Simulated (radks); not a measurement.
Results of a calculation; reference values are marked as such.
All-electron atom: Ar2+ in [Ne] 3s2 3p4.

Level of theory: scalar-relativistic Kohn-Sham, PBE, spin-polarised, spherical densities, point nucleus; open shells are filled with parallel spins first (a radial shooting solver on a logarithmic mesh with Libxc functionals).

Energy parts (eV):
total: -14357.595
kinetic: 14434.444
electron-nucleus: -33813.733
Hartree: 5837.685
exchange-correlation: -815.991

Orbitals (lengths in bohr, moments of r in powers of bohr; r(90%) holds 90 % of the orbital's charge):
orbital  occ.  eigenvalue (eV)  r(90%)   <1/r>     <r^2>      <r^4>
1s up       1        -3151.280   0.153   17.69  0.009889  0.0002523
1s down     1        -3150.826   0.153   17.70  0.009887  0.0002522
2s up       1        -327.0595   0.646   3.556    0.2032    0.07405
2s down     1        -326.6561   0.646   3.555    0.2030    0.07371
2p up       3        -260.1403   0.623   3.457    0.1759    0.06550
2p down     3        -259.5601   0.623   3.456    0.1757    0.06513
3s up       1         -51.6608    1.98   1.046     2.019      6.512
3s down     1         -49.0310    2.00   1.042     2.049      6.786
3p up       3         -36.4684    2.23  0.9298     2.485      10.48
3p down     1         -33.9824    2.28  0.9201     2.567      11.37

The highest occupied level is 3p down at -33.982 eV. The density falls to 0.001 e/bohr^3 at r = 3.18 bohr. Spin moment in Bohr magnetons: 2.
